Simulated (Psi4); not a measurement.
C5H5F (SMILES C=C=C(F)C=C), singlet, geometry from GFN2-xTB; CAM-B3LYP/def2-TZVPD in Psi4.

Psi4 was given this input:
```
memory 2 GB

molecule {
0 1
C    -2.57884166    0.17707558    0.30211860
C    -1.31596485    0.02078173    0.07880736
C    -0.03115575   -0.12236722   -0.13120475
F     0.39446596   -0.99154386   -1.09083053
C     1.01132250    0.58383348    0.58909265
C     2.30774458    0.41865567    0.35472397
H    -3.16230779    0.92052822   -0.22000903
H    -3.10910765   -0.42637141    1.02353493
H     0.64863752    1.26660401    1.34412690
H     2.65968121   -0.26438592   -0.40014404
H     3.05427421    0.95964447    0.90873909
}

set {
  basis def2-tzvpd
}

energy('cam-b3lyp')
print_variables()
```

### Question
Predict the main parts of the log of this Psi4 run.

### Answer

```
   => Loading Basis Set <=

    Name: DEF2-TZVPD
    Role: ORBITAL
    Keyword: BASIS

         ---------------------------------------------------------
                                   SCF
               by Justin Turney, Rob Parrish, Andy Simmonett
                          and Daniel G. A. Smith
                              RKS Reference
         ---------------------------------------------------------

  ==> Geometry <==

    Molecular point group: c1
    Full point group: C1

    Geometry (in Angstrom), charge = 0, multiplicity = 1:

       Center              X                  Y                   Z               Mass
    ------------   -----------------  -----------------  -----------------  -----------------
         C           -2.582451620395     0.217852140109     0.346438694015    12.000000000000
         C           -1.319574810395     0.061558290109     0.123127454015    12.000000000000
         C           -0.034765710395    -0.081590659891    -0.086884655985    12.000000000000
         F            0.390855999605    -0.950767299891    -1.046510435985    18.998403162730
         C            1.007712539605     0.624610040109     0.633412744015    12.000000000000
         C            2.304134619605     0.459432230109     0.399044064015    12.000000000000
         H           -3.165917750395     0.961304780109    -0.175688935985     1.007825032230
         H           -3.112717610395    -0.385594849891     1.067855024015     1.007825032230
         H            0.645027559605     1.307380570109     1.388446994015     1.007825032230
         H            2.656071249605    -0.223609359891    -0.355823945985     1.007825032230
         H            3.050664249605     1.000421030109     0.953059184015     1.007825032230

  Running in c1 symmetry.

  Rotational constants: A =      0.27147  B =      0.07716  C =      0.06082 [cm^-1]
  Rotational constants: A =   8138.59743  B =   2313.31255  C =   1823.33817 [MHz]
  Nuclear repulsion =  201.470330774426628

  Charge       = 0
  Multiplicity = 1
  Electrons    = 44
  Nalpha       = 22
  Nbeta        = 22

  ==> Algorithm <==

  SCF Algorithm Type is DF.
  DIIS enabled.
  MOM disabled.
  Fractional occupation disabled.
  Guess Type is SAD.
  Energy threshold   = 1.00e-06
  Density threshold  = 1.00e-06
  Integral threshold = 1.00e-12

  ==> Primary Basis <==

  Basis Set: DEF2-TZVPD
    Blend: DEF2-TZVPD
    Number of shells: 104
    Number of basis functions: 270
[...]
   @DF-RKS iter   4:  -293.27190842067978   -1.18638e-03   1.17866e-04 ADIIS/DIIS
   @DF-RKS iter   5:  -293.27229115713078   -3.82736e-04   2.76953e-05 DIIS
   @DF-RKS iter   6:  -293.27231485896698   -2.37018e-05   8.04887e-06 DIIS
   @DF-RKS iter   7:  -293.27231732226380   -2.46330e-06   2.02517e-06 DIIS
   @DF-RKS iter   8:  -293.27231746220804   -1.39944e-07   1.19725e-06 DIIS
   @DF-RKS iter   9:  -293.27231751734558   -5.51375e-08   2.36522e-07 DIIS
  Energy and wave function converged.

  ==> Post-Iterations <==

   Electrons on quadrature grid:
      Ntotal   =   44.0000271406 ; deviation = 2.714e-05

    Orbital Energies [Eh]
    ---------------------

    Doubly Occupied:

[...]
      22A     -0.296470

    Virtual:

[...]
    Final Occupation by Irrep:
              A
    DOCC [    22 ]
    NA   [    22 ]
    NB   [    22 ]

  @DF-RKS Final Energy:  -293.27231751734558

   => Energetics <=

    Nuclear Repulsion Energy =            201.4703307744266283
    One-Electron Energy =                -797.7427149180506376
    Two-Electron Energy =                 331.6779170661357057
    DFT Exchange-Correlation Energy =     -28.6778504398573162
    Empirical Dispersion Energy =           0.0000000000000000
    VV10 Nonlocal Energy =                  0.0000000000000000
    Total Energy =                       -293.2723175173455843

Computation Completed

Properties will be evaluated at   0.000000,   0.000000,   0.000000 [a0]

Properties computed using the SCF density matrix

 Multipole Moments:

 ------------------------------------------------------------------------------------
     Multipole            Electronic (a.u.)      Nuclear  (a.u.)        Total (a.u.)
 ------------------------------------------------------------------------------------

 L = 1.  Multiply by 2.5417464519 to convert [e a0] to [Debye]
 Dipole X            :         -0.0342510           -0.3001607           -0.3344117
 Dipole Y            :         -2.9660517            3.3904875            0.4244358
 Dipole Z            :         -3.2111062            3.6851251            0.4740188
 Magnitude           :                                                    0.7187982

 ------------------------------------------------------------------------------------

  Variable Map:
  ----------------------------------------------------------------------------
[...]
  Array Variable Map:
  ----------------------------------------------------------------------------
[...]
[...]
```
